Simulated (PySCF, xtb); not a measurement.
BF2H3Si, SMILES FB(F)[SiH3].

xtb with GFN2-xTB at its own geometry gives an orbital gap of 3.76 eV and a dipole moment of 0.86 D.

The structure is a stationary point at TPSSh-D3(BJ)/def2-SVP.

Problem. What does CAM-B3LYP/def2-TZVPD in PySCF give? (An estimate is asked for; the answer gives what the named calculation found.)

Solution. gap 10.47 eV (levels -10.62 and -0.15 eV), dipole 1.07 D.
